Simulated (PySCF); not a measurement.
A structure optimised at TPSSh-D3(BJ)/def2-SVP, used in a PySCF frequency run:

```xyz
8

B      0.5408    -0.9242     0.0000
F      0.0613    -2.1658     0.0000
H      1.7326    -0.7484     0.0000
S     -0.6271     0.4367     0.0000
C      0.4891     1.8889     0.0000
H      0.2872     2.4899    -0.8966
H      0.2872     2.4899     0.8966
H      1.5368     1.5609     0.0000
```

Question: Write its SMILES, formula and point group.

Answer: CSBF, CH₄BFS, Cs

Question: What are its rotational constants (standard atomic weights)?

Answer: 19.681, 3.0893, 2.7167 GHz
